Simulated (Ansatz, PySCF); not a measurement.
C3H6OSi, SMILES C=CC(=O)[SiH3].

Coordinates come from a ωB97X-D3(BJ)/def2-SVP optimisation. The values are those of a single conformer.

Vertical ionisation energy (IE) and electron affinity (EA) in eV. Rows of orbital energies are one-electron estimates. Where ΔSCF, EOM or ADC give a negative EA the extra electron is unbound and the value depends on the basis.

```csv
level,IE,EA
"−ε(HOMO), −ε(LUMO), B3LYP/def2-TZVP (PySCF)",6.82,2.54
"−ε(HOMO), −ε(LUMO), PBE/def2-TZVP (PySCF)",5.60,3.32
"ΔSCF, PBE0/def2-SVPD (Ansatz), final states of multiplicity 2 and 2",9.08,0.57
"ΔSCF, PBE/def2-SVPD (Ansatz), final states of multiplicity 2 and 2",8.93,0.62
```

What vertical singlet–triplet gap does ΔSCF give with PBE0/def2-SVPD (Ansatz, a program for electronic structure) and with PBE/def2-SVPD (Ansatz)? (The exact figures need the calculation; the answer reports its results.)

2.24 and 2.21 eV (triplet above singlet where positive).
